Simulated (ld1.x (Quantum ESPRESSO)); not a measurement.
# Before and after: PAW potential for boron (B)

* Element: boron
* Generator: ld1.x (Quantum ESPRESSO) 7.5
* Type: PAW
* Functional: PBEsol
* Relativity: scalar-relativistic
* Frozen core: [He]
* Valence charge: 3
* Reference configuration: 2s2 2p1
* Partial waves: 2s (bound): rcut 1.05, rcutus 1.35 bohr; 2s channel at 1.95 Ry: rcut 1.05, rcutus 1.35 bohr; 2p (bound): rcut 2.55, rcutus 2.80 bohr; 2p channel at 1.35 Ry: rcut 2.55, rcutus 2.80 bohr
* Local potential: all-electron potential smoothed inside 2.45 bohr (lloc = -1)
* Core correction: Bessel-smoothed model core inside 1.30 bohr
* Augmentation charge: PSQ, inside the norm-conserving radii

Change: waves 2s (bound): rcut 1.05, rcutus 1.46 bohr; 2s channel at 1.95 Ry: rcut 1.05, rcutus 1.46 bohr.

Cutoffs: the cutoffs (Ry, on a coarse ladder) from which the occupation-weighted sum of valence levels, in a spherical-Bessel basis at the reference potential, stays within 10 and 1 mRy of its value at 400 Ry; they do not see the model core or the augmentation charge, which bear on the density cutoff. Errors are all-electron minus pseudo energies relative to the spin-unpolarised reference configuration.

Task: Predict the effect on cutoff, ghosts and configuration errors.

Result: The potential gets softer (12 Ry and 21 Ry → 6 Ry and 15 Ry); the errors of the 7 common tests hardly move; neither file shows a bound ghost. A larger radius leaves more room for a smooth pseudo-wave, so fewer plane waves are needed.

| quantity | base | changed |
| --- | --- | --- |
| cutoff, loose | 12 Ry | 6 Ry |
| cutoff, tight | 21 Ry | 15 Ry |
| loose cutoff by channel (10 mRy a level) | s 10 Ry, p 6 Ry | s 6 Ry, p 6 Ry |
| bound ghosts | none | none |
| error for 2s2 2p0, meV [ΔE 8.14 eV] | -0.3 | -0.3 |
| error for 2s1 2p0, meV [ΔE 33.40 eV] | -6.3 | -6.5 |
| error for 2s2 2p0.5, meV [ΔE 2.86 eV] | +0.1 | +0.1 |
| error for 2s1 2p1, meV [ΔE 14.26 eV] | -0.7 | -0.7 |
| error for 2s1 2p2, meV [ΔE 5.82 eV] | -0.6 | -0.6 |
| error for 2s0 2p3, meV [ΔE 11.66 eV] | -2.6 | -2.7 |
| error for 2s2 2p1.3, meV [ΔE -0.72 eV] | +0.1 | +0.1 |
| s: phases at 3.03 bohr within 0.05 rad from the reference energy up to (Ry; the scan ends near 5) | to the end of the scan | to the end of the scan |
| p: phases at 3.03 bohr within 0.05 rad from the reference energy up to (Ry; the scan ends near 5) | 4.9 | 4.9 |
| lowest overlap eigenvalue by channel | s 0.63, p 0.31 | s 0.64, p 0.31 |
